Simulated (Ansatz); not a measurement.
Energy needed to pull apart C$_{2}$H$_{3}$BO, singlet, into free ground-state atoms, from the structure below (displaced at random from a GFN2-xTB minimum); no zero-point or spin–orbit terms; open-shell atoms are treated unrestricted, in their ground-state multiplicity.

```
7
angstrom
B -0.7804 0.5002 -0.6678
C 0.1161 0.4247 0.6894
C 0.7294 -0.6426 -0.0611
O -0.3130 -0.7465 -1.0669
H -1.6431 1.0111 -1.0707
H 0.4999 0.7923 1.6241
H 1.3559 -1.3430 0.2350
```

Program: Ansatz 0.2.0. Basis: def2-TZVPP. Cores are frozen in the correlated methods.

```json
{"method": "SPW92", "atomization energy (eV)": "34.92"}
{"method": "PBE-D4", "atomization energy (eV)": "31.04"}
{"method": "r2SCAN-D4", "atomization energy (eV)": "?"}
{"method": "B97M-V", "atomization energy (eV)": "29.98"}
{"method": "PBE0-D4", "atomization energy (eV)": "30.16"}
{"method": "wB97M-V", "atomization energy (eV)": "30.03"}
{"method": "HF", "atomization energy (eV)": "?"}
{"method": "MP2", "atomization energy (eV)": "29.99"}
{"method": "CCSD", "atomization energy (eV)": "28.39"}
{"method": "CCSD(T)", "atomization energy (eV)": "29.05"}
```

(1) What does HF give? (An estimate is asked for; the value comes from the calculation.)

(2) What does r2SCAN-D4 give? (To be estimated.)

T1 diagnostic: at most 0.019. The restricted Hartree–Fock reference is unstable towards an unrestricted one here.

## Answers

(1) Computed: 21.11 eV, which is about 7.94 eV less than CCSD(T)/def2-TZVPP.

(2) The calculation gives: 30.08 eV, which is about 1.03 eV more than CCSD(T)/def2-TZVPP.

In triple zeta the MP2 and coupled-cluster atomization energies are still short of their basis limit by a few kcal/mol a bond, whereas those of the functionals are nearly converged, so these differences are not deviations from converged CCSD(T).

For scale, one of the runs: CCSD(T)/def2-TZVPP forces, 166 basis functions (an equivalent command: `ansatz run in.yaml --threads 4`). Hardware: 4 CPU threads, shared host. Wall time 88 s; peak host memory 2.7 GiB.
